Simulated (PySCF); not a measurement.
B(F)(Cl)(NMe2) (C2H6BClFN), SMILES FB(Cl)N(C)C.

Geometry optimised at B3LYP-D3(BJ)/def2-SVP. Other conformers were not sampled.

Level of theory: B3LYP-D3(BJ)/def2-SVP run with PySCF 2.14.0.

Frequencies are harmonic and unscaled.

**Question.** List the normal modes with their intensities. (An estimate is asked for; the answer gives what the named calculation found.)

**Answer.** 
```tsv
mode	ν (cm⁻¹)	IR (km/mol)	Raman (Å⁴/amu)	depolarisation	moving atoms (share of kinetic energy)
1	107	0.2	0.0	–	C 37 %, H 25 %, F 22 %, Cl 14 %
2	157	0.2	0.1	0.75	H 78 %, N 15 %
3	184	0.0	0.3	0.75	H 96 %
4	227	0.3	0.6	0.70	C 31 %, Cl 31 %, H 15 %, F 14 %
5	279	2.5	0.0	–	H 43 %, N 39 %
6	336	8.4	1.4	0.56	F 39 %, C 32 %, H 15 %, Cl 9 %
7	406	0.3	1.4	0.30	Cl 35 %, F 24 %, C 18 %, H 15 %
8	433	2.6	0.8	0.54	C 35 %, H 22 %, N 15 %, F 12 %, Cl 12 %
9	585	26.4	1.1	0.75	B 79 %, N 12 %
10	619	20.8	6.3	0.10	F 32 %, C 28 %, Cl 12 %, H 11 %, N 9 %, B 8 %
11	949	22.0	3.0	0.62	C 38 %, B 27 %, H 18 %, N 13 %
12	1084	11.9	5.2	0.74	H 72 %, C 24 %
13	1116	0.0	2.3	0.75	H 80 %, C 20 %
14	1136	200.0	6.1	0.36	H 43 %, B 34 %, C 17 %
15	1177	1.9	0.2	0.75	H 69 %, C 20 %, N 12 %
16	1239	26.6	0.4	0.66	N 46 %, C 24 %, H 13 %, B 10 %
17	1289	239.0	1.1	0.52	B 42 %, N 22 %, F 14 %, H 13 %, C 8 %
18	1434	7.4	10.1	0.66	H 86 %, C 13 %
19	1450	66.1	9.6	0.24	H 69 %, C 20 %
20	1464	0.1	31.6	0.75	H 97 %
21	1472	36.5	36.1	0.64	H 86 %
22	1475	16.2	0.6	0.75	H 97 %
23	1475	13.5	4.6	0.75	H 96 %
24	1581	304.4	5.6	0.30	N 38 %, B 31 %, H 29 %
25	3000	29.9	15.8	0.75	H 97 %
26	3006	85.4	295.3	0.02	H 97 %
27	3057	67.2	179.6	0.75	H 90 %, C 10 %
28	3062	1.7	21.6	0.75	H 90 %, C 10 %
29	3162	4.5	57.4	0.61	H 91 %, C 9 %
30	3167	3.9	41.0	0.60	H 91 %, C 9 %
```
